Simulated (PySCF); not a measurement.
Geometries of 2 isomers of C5H8SSi, from PBE0-D3(BJ)/def2-SVP geometry optimisation, gas phase (PySCF). One conformer each, no zero-point energy, no frequencies.

Problem. Which isomer lies lower at this level?
A.
```xyz
15
angstrom
C      2.671   -0.379   -0.673
S      1.540    0.627   -1.653
C      0.038    0.397   -0.818
C     -1.142    0.945   -1.213
C     -2.312    0.653   -0.373
C     -2.142   -0.124    0.723
Si    -0.338   -0.576    0.765
H      2.367   -1.436   -0.672
H      2.748   -0.007    0.359
H      3.657   -0.297   -1.151
H     -1.248    1.574   -2.103
H     -3.285    1.072   -0.658
H     -2.961   -0.388    1.392
H     -0.038   -2.035    0.625
H      0.427   -0.057    1.940
```
B.
```xyz
15
angstrom
Si    -2.134    0.540    0.500
C     -1.056   -0.153   -0.897
C      0.341   -0.434   -0.436
C      1.340    0.575   -0.252
C      2.526    0.077    0.216
S      2.449   -1.621    0.447
C      0.818   -1.675   -0.088
H     -3.518    0.817    0.000
H     -2.211   -0.446    1.619
H     -1.547    1.814    1.015
H     -1.535   -1.068   -1.280
H     -1.055    0.574   -1.726
H      1.177    1.633   -0.465
H      3.444    0.621    0.434
H      0.285   -2.624   -0.122
```

Solution. B. That is `[SiH3]Cc1ccsc1`, 16.8 kcal/mol below the other.

```tsv
SMILES	atoms numbered as above	E (Eh)	relative (kcal/mol)	relative (kJ/mol)	dipole (D)
[SiH3]Cc1ccsc1	[SiH3:1][CH2:2][c:3]1[cH:4][cH:5][s:6][cH:7]1	-882.17881	0.0	0.0	0.70
CSC1=CC=C[SiH2]1	[CH3:1][S:2][C:3]1=[CH:4][CH:5]=[CH:6][SiH2:7]1	-882.15202	16.8	70.3	1.01
```

As drawn, the lower has an aromatic ring, which the higher lacks; the higher has a C=C bond outside aromatic rings, which the lower lacks.
